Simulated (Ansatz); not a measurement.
Harmonic frequencies (cm⁻¹) at PBE0-D4/def2-TZVP from Ansatz: 145, 155, 180, 474, 533, 533, 583, 596, 677, 687, 759, 871, 922, 935, 947, 958, 984, 1122, 2210, 2226, 2235, 2257, 2275, 3133.

Q: Which molecule is it?
A. `[SiH3]C1[SiH2]S1`
B. `N[SiH2][SiH2]F`
C. `S[SiH]1C[SiH2]1`
D. `C[SiH]([AlH2])Cl`

A: A.
